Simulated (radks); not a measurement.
Results of a calculation; reference values are marked as such.
Species: Lu26+. Configuration: [Kr] 4d9. Level of theory: scalar-relativistic Kohn-Sham, LB94 model potential, spin-polarised, spherical densities, finite nucleus; open shells are filled with parallel spins first (spin-orbit coupling, left out, can overturn this in heavy ions); Fermi nuclear charge, rms radius 5.37 fm (a radial shooting solver on a logarithmic mesh with Libxc functionals).

Unscreened Slater integrals over Kohn-Sham orbitals (cm^-1). They are taken over the spin-up orbitals.

\begin{tabular}{lr}
integral & value \\ \hline
F0(4d,4d) & 410680 \\
F2(4d,4d) & 210130 \\
F4(4d,4d) & 142520 \\
F0(4d,4p) & 414220 \\
F2(4d,4p) & 213590 \\
G1(4d,4p) & 268160 \\
G3(4d,4p) & 170660 \\
F0(4d,4s) & 422060 \\
G2(4d,4s) & 211780 \\
F0(4p,4p) & 418720 \\
F2(4p,4p) & 219570 \\
F0(4p,4s) & 426680 \\
G1(4p,4s) & 289710 \\
F0(4s,4s) & 435380 \\
\end{tabular}

Derived for the open shells (J is the average intra-shell exchange parameter used in DFT+U). 4d: Racah B = F2/49 - 5 F4/441 = 2673 cm^-1, C = 35 F4/441 = 11310 cm^-1, C/B = 4.23, F4/F2 = 0.678, J = (F2 + F4)/14 = 25190 cm^-1.
